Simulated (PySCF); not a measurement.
**Magnetisability and related constants of `C1(=C)COC=C(Cl)C1=C`, C7H7ClO**

Computed, not measured: GIAO B3LYP/6-31G* magnetisability, rotational g tensor and spin-rotation constants, non-relativistic, gas phase (PySCF 2.14.0). Geometry: GFN2-xTB.

Input:
```
{"job": {"kind": "mag", "xc": "B3LYP", "basis": "6-31G*"}, "charge": 0, "multiplicity": 1}
C      0.168094    -2.057906     0.420267
C     -0.133667    -0.841470    -0.014182
C     -1.486720    -0.504979    -0.580551
O     -2.069987     0.664344    -0.022666
C     -1.218360     1.675235     0.230144
C      0.117546     1.571728     0.206069
Cl     1.062827     2.994867     0.495908
C      0.800072     0.299983     0.018145
C      2.125040     0.174348    -0.085245
H     -0.548924    -2.860116     0.391507
H      1.137722    -2.293277     0.820972
H     -1.383051    -0.350137    -1.666985
H     -2.205226    -1.308097    -0.406451
H     -1.733813     2.598194     0.450828
H      2.587601    -0.784742    -0.229608
H      2.773248     1.030967    -0.039563
```
Coordinates are in Å.

Command: `OMP_NUM_THREADS=1 python excited_run.py task.json out`

**Question.** What does the run print?

**Answer.** Atoms count from 0.
```
coarse grid: 14656 points
cycle   1  E = -806.2986112618  dE =  1.522e+00  |g| = 5.983e-01  |ddm| = 4.230e+00
cycle   2  E = -806.2155471075  dE =  8.306e-02  |g| = 8.862e-01  |ddm| = 1.279e+00
cycle   3  E = -806.3708592505  dE = -1.553e-01  |g| = 1.711e-01  |ddm| = 8.527e-01
cycle   4  E = -806.3773865703  dE = -6.527e-03  |g| = 5.346e-02  |ddm| = 2.492e-01
cycle   5  E = -806.3780347423  dE = -6.482e-04  |g| = 2.177e-02  |ddm| = 8.385e-02
cycle   6  E = -806.3781493244  dE = -1.146e-04  |g| = 6.253e-03  |ddm| = 2.677e-02
cycle   7  E = -806.3781586898  dE = -9.365e-06  |g| = 2.449e-03  |ddm| = 9.052e-03
final grid: 139016 points
cycle   8  E = -806.2979808254  dE = -2.016e-05  |g| = 7.896e-03  |ddm| = 3.148e-02
cycle   9  E = -806.2979487118  dE =  3.211e-05  |g| = 1.332e-02  |ddm| = 2.505e-02
cycle  10  E = -806.2979971485  dE = -4.844e-05  |g| = 2.420e-03  |ddm| = 1.684e-02
cycle  11  E = -806.2979987088  dE = -1.560e-06  |g| = 2.570e-04  |ddm| = 2.435e-03
cycle  12  E = -806.2979987207  dE = -1.191e-08  |g| = 1.539e-04  |ddm| = 4.428e-04
cycle  13  E = -806.2979987259  dE = -5.221e-09  |g| = 3.559e-05  |ddm| = 1.766e-04
cycle  14  E = -806.2979987262  dE = -2.688e-10  |g| = 1.529e-05  |ddm| = 5.312e-05
converged SCF energy = -806.2979987262

Magnetisability tensor (1e-30 J/T^2)
    -1175.02       11.19       12.39
       11.19    -1204.67      -22.92
       12.39      -22.92    -1498.47
isotropic -1292.72   principal values   -1500.79  -1206.17  -1171.20
isotropic susceptibility -77.849 1e-6 cm^3/mol

Inertial axes            a          b          c
rot. const./GHz      2.2738     1.1861     0.8095
chi total           -72.230    -71.470    -89.849
chi diamagnetic    -643.206  -1071.942  -1539.749
chi paramagnetic    570.976   1000.473   1449.901
quadrupole/D A        2.712      1.600     -4.312
g nuclear            0.5762     0.5398     0.5477
g electronic        -0.6099    -0.5575    -0.5514
g total             -0.0338    -0.0177    -0.0037

Spin-rotation constants (kHz, H = +C I.J)
atom  isotope        aa         bb         cc
  6   35Cl        0.162      0.311      0.181
  9     1H        0.149     -0.112     -0.097
 10     1H       -0.220      0.068     -0.080
 11     1H       -0.231     -0.130      0.049
 12     1H        0.086     -0.109     -0.083
 13     1H       -0.079      0.021     -0.087
 14     1H       -0.064      0.012     -0.100
 15     1H        0.160     -0.110     -0.097
  0    13C*       0.722      0.368      0.140
  1    13C*       0.861      0.455      0.130
  2    13C*       0.470      0.241      0.176
  3    17O*      -0.401     -0.227     -0.061
  4    13C*       0.940      0.386      0.166
  5    13C*       0.902      0.297      0.149
  7    13C*       1.028      0.396      0.102
  8    13C*       0.822      0.350      0.102
* in the singly substituted isotopologue
```

It took 27 s wall time on 1 thread of an Arm Neoverse V1, shared host, peak memory 0.78 GiB.
